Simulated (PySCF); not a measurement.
FGeH3Zn. Atoms are numbered in the order given.

```xyz
6

Zn     0.0000     0.0000    -0.9275
F      0.0000     0.0000    -2.6792
Ge     0.0000     0.0000     1.4362
H      1.2443     0.7184     1.9929
H     -1.2443     0.7184     1.9929
H      0.0000    -1.4368     1.9929
```
Charge 0, spin multiplicity 1.

Geometry optimised at PBE0-D3(BJ)/def2-SVP. The structure was generated by enumeration; whether it is a known compound was not checked.

Level of theory: M06-2X/def2-TZVPD (PySCF).

```json
{
 "total_energy": "-3958.06339 hartree",
 "point_group": "C3v",
 "highest_occupied_level": "-9.34 eV",
 "lowest_empty_level": "-0.57 eV",
 "orbital_gap": "8.77 eV",
 "dipole_moment": "2.43 D",
 "quadrupole, principal values (traceless, Buckingham form, about the centre of nuclear charge)": "-15.18, 7.59, 7.59 D·Å",
 "mean_static_polarisability": "58.3 bohr³ (8.65 Å³)",
 "polarisability_principal_values": "50.7, 50.7, 73.6 bohr³"
}
```
